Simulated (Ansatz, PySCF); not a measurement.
Isomers of CH4STe: 1 is C[Te]S, 2 is CS[TeH]; one conformer of each (the lowest of an xTB search), B3LYP-D3(BJ)/def2-TZVP minima.
Isomer 1 (charge 0, multiplicity 1):
| atom | x (Å) | y (Å) | z (Å) |
|---|---|---|---|
| C | -1.0969 | 0.2670 | -0.0546 |
| Te | 0.2149 | -1.1559 | 0.9110 |
| S | 2.1410 | -0.7859 | -0.4825 |
| H | -2.0758 | 0.1592 | 0.4114 |
| H | -1.1555 | 0.0269 | -1.1116 |
| H | -0.7160 | 1.2720 | 0.0984 |
| H | 2.6884 | 0.2167 | 0.2279 |
Isomer 2 (charge 0, multiplicity 1):
```xyz
7

C     -1.0538     0.1199     0.0547
S      0.1342    -0.7880    -0.9923
Te     2.1178    -0.8490     0.3497
H     -1.9988     0.1121    -0.4909
H     -1.1868    -0.3758     1.0133
H     -0.7324     1.1482     0.2044
H      2.7197     0.6326    -0.1389
```

No zero-point or thermal terms.

Run with Ansatz (a first-principles code); PySCF for the dispersion terms. Each number belongs to the level named beside it. In def2 rows elements past Kr take small-core potentials, without spin–orbit coupling.

Question: One of these levels gives 4.13 kcal/mol for the electronic energy of isomer 2 less that of isomer 1. Name it.
A) BLYP-D4/def2-TZVPP
B) PBE-D3(BJ)/def2-TZVPP
C) SVWN5/def2-TZVPP

Answer: B, PBE-D3(BJ)/def2-TZVPP. The others give 3.06 (SVWN5/def2-TZVPP), 4.55 (BLYP-D4/def2-TZVPP)
